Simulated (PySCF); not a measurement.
# `C=CCC[C@@H](O)CC`, C7H14O

Geometry (Å), atoms numbered from 1 in this order:
```xyz
22

C     3.8333   -0.3605    0.1789
C     2.7947    0.4709    0.0848
C     1.5653    0.2277   -0.7301
C     0.2899    0.1865    0.1076
C    -0.9609   -0.1023   -0.7149
O    -0.8314   -1.3052   -1.4436
C    -2.2270   -0.1007    0.1363
C    -3.4926   -0.3289   -0.6724
H     4.7024   -0.1263    0.7993
H     3.8533   -1.3085   -0.3693
H     2.8178    1.4102    0.6545
H     1.4619    1.0289   -1.4854
H     1.6569   -0.7144   -1.2921
H     0.3895   -0.5892    0.8903
H     0.1565    1.1411    0.6455
H    -1.0592    0.6813   -1.4884
H    -0.7431   -2.0215   -0.8033
H    -2.1238   -0.8854    0.9100
H    -2.2858    0.8541    0.6858
H    -3.6593    0.4925   -1.3874
H    -4.3807   -0.3976   -0.0269
H    -3.4131   -1.2581   -1.2551
```

Computed, not measured: quadratic response CAM-B3LYP/aug-cc-pVDZ first hyperpolarisability, Taylor convention, gas phase (PySCF). Geometry: PBE0-D3(BJ)/def2-SVP.

(1) Give β for the processes computed.

(2) Which lowest excitations, dipole and polarisabilities go with it?

Answers

(1) In au, Taylor convention; the vector part is βᵢ = ⅓ Σⱼ (βᵢⱼⱼ + βⱼᵢⱼ + βⱼⱼᵢ); β∥ is 3/5 of the vector part along the dipole, the dipole points from − to +:
```tsv
process	λ (nm)	β vector norm	β∥	β HRS	depolarisation ratio
static β(0;0,0)	∞	148.9	-39.8	56.6	7.14
second harmonic β(−2ω;ω,ω)	1907	156.2	-40.9	59.4	7.09
Pockels β(−ω;ω,0)	1907	151.3	-40.1	–	–
second harmonic β(−2ω;ω,ω)	1064	174.5	-43.5	66.5	6.97
Pockels β(−ω;ω,0)	1064	156.7	-41.0	–	–
```

(2) S1 6.55 eV (f = 0.036); S2 6.72 eV (f = 0.001); S3 6.96 eV (f = 0.069); dipole 1.52 D; isotropic α 94.8 au static, 95.1 au at 1907 nm, 95.6 au at 1064 nm, 95.8 au at 953.5 nm, 98.1 au at 532 nm.
